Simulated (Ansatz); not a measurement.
```yaml
crystal:
  periodic: [false, false, false]
  atoms:
    - {symbol: O, position_ang: [-0.744081, 0.801888, -1.039889]}
    - {symbol: W, position_ang: [0.145319, -0.061895, 0.339844]}
    - {symbol: F, position_ang: [-0.750866, -0.000739, 1.977821]}
    - {symbol: S, position_ang: [0.472222, -2.099574, -0.197300]}
    - {symbol: S, position_ang: [2.122029, 0.852603, 0.507063]}
    - {symbol: H, position_ang: [-1.250806, 0.398532, -1.645592]}
basis:
  gaussian: {orbitals: def2-mTZVP}
total_charge: 3
magnetization: {spin_polarized: true, initial_magnetization: 1}
hamiltonian: {xc: {name: revPBE}, dispersion: d4}
output: {forces: true}
```

```sh
$ ansatz run in.yaml --threads 4 --pin off --events-out ev --progress --plain --max-ram 10444MiB
```

Output, abridged:

```
Functional definition: revPBE
1133 factors; their error is unknown
mean field evaluation 1: about -28132.8762 eV, gradient 1.5e2 eV
mean field evaluation 2: about -27039.1384 eV, gradient 3.5e2 eV
mean field evaluation 4: about -27841.5089 eV, gradient 2.5e2 eV
mean field evaluation 8: about -28189.3268 eV, gradient 8.0e1 eV
mean field evaluation 16: about -28233.6585 eV, gradient 2.5e-1 eV
mean field evaluation 96: about -28233.6030 eV, gradient 1.7e0 eV
mean field evaluation 128: about -28233.4386 eV, gradient 1.2e0 eV
mean field evaluation 160: about -28233.5444 eV, gradient 1.4e-1 eV
mean field -28233.63204426 eV, -1037.5668401833 hartree, gradient 4.4e-6 eV, S^2 1.565763; 10 other end points of the search recorded, 0 dependent functions left out
reference -28233.63210010 eV, -1037.5668422354 hartree; 31, 30 occupied and 95, 96 virtual orbitals, 1133 factors
Total energy: -28234.00166107 eV, -1037.5804233506 hartree
Atom 0 at    -0.744081     0.801888    -1.039889 Å, force     4.822409     1.855930     6.080924 eV/Å
Atom 1 at     0.145319    -0.061895     0.339844 Å, force    -5.835943     3.066134     2.032003 eV/Å
Atom 2 at    -0.750866    -0.000739     1.977821 Å, force     1.025047    -0.200759    -1.699536 eV/Å
Atom 3 at     0.472222    -2.099574    -0.197300 Å, force     0.789074    -3.607550    -0.877263 eV/Å
Atom 4 at     2.122029     0.852603     0.507063 Å, force     3.590886     1.475718     0.107891 eV/Å
Atom 5 at    -1.250806     0.398532    -1.645592 Å, force    -4.391473    -2.589473    -5.644020 eV/Å
Dipole moment:     0.802052    -0.396374    -0.694608 e Å
```

In this input the charge is far from anything that the molecule holds. Self-consistency was reached. The result belongs to that input, not to the molecule as meant.
